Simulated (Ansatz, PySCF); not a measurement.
Caution: the restricted solution is unstable towards spin-unrestricted or complex orbitals, so a lower solution exists and this singlet may not be the ground state. This singlet lies 0.57 eV below the relaxed triplet at the level frozen-core CCSD(T)/cc-pVTZ // PBE0-D3(BJ)/def2-TZVP (Ansatz, a quantum-chemistry and plane-wave program).

**H4Si2, SMILES `[SiH3][SiH]` (lower singlet) (charge 0, multiplicity 1)**

Method: PBE0-D3(BJ)/def2-TZVP (PySCF 2.14.0).

* **HOMO**: -6.66 eV
* **dipole moment**: 0.24 D
* **HOMO–LUMO gap**: 3.30 eV
* **LUMO**: -3.36 eV
* **total energy**: -581.0749 Ha
* **cost**: very roughly 11 core-seconds

Bonded distances (Å): Si1–Si2 2.381, Si1–H3 1.527, Si2–H4 1.489, Si2–H5 1.491, Si2–H6 1.497. Angles (°): Si2–Si1–H3 87.9, Si1–Si2–H4 114.9, Si1–Si2–H5 113.6, Si1–Si2–H6 104.2, H4–Si2–H5 108.3, H4–Si2–H6 107.5, H5–Si2–H6 107.9.
Charge 0, spin multiplicity 1.
